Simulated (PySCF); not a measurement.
WCl5 (doublet state).
Bonds: W1–Cl2, W1–Cl3, W1–Cl4, W1–Cl5, W1–Cl6.

Computed, not measured: PySCF, PBE0-D3(BJ)/def2-SVP geometry optimisation, gas phase, def2 core potentials past Kr.

Q: List the bond lengths and angles at this level.

A: 
| bond | length (Å) |
| --- | --- |
| W1–Cl2, W1–Cl3 | 2.317 |
| W1–Cl4, W1–Cl6 | 2.256 |
| W1–Cl5 | 2.244 |

Bonds in one row agree within 0.01 Å and their mean is given. A selection of angles:
| angle | degrees |
| --- | --- |
| Cl2–W1–Cl3 | 176.8 |
| Cl2–W1–Cl4 | 89.1 |
| Cl2–W1–Cl5 | 91.6 |
| Cl4–W1–Cl5 | 120.7 |
| Cl4–W1–Cl6 | 115.1 |
| Cl5–W1–Cl6 | 124.1 |

W1 (tungsten bonded to 5 Cl) is trigonal bipyramidal (τ5 = (β − α)/60° = 0.88 from the two widest angles, 176.8° and 124.1° (0 for a square pyramid, 1 for a trigonal bipyramid)). The Cl–W distances run from 2.244 Å (W1–Cl5) to 2.317 Å (W1–Cl3), a spread of 0.073 Å.

Point group: near D3h, missed by 0.18 Å at most; the miss may be what the optimiser left on a soft mode (C2v holds within 0.08 Å). Not checked by PBE0-D3(BJ)/def2-SVP frequencies. ⟨S²⟩ = 0.756 (exact for a doublet: 0.75).

Neither the SCF state along the optimisation nor the shape of the open-shell metal species was proved the lowest: other solutions of the same spin, or a structure of lower symmetry, can lie below.
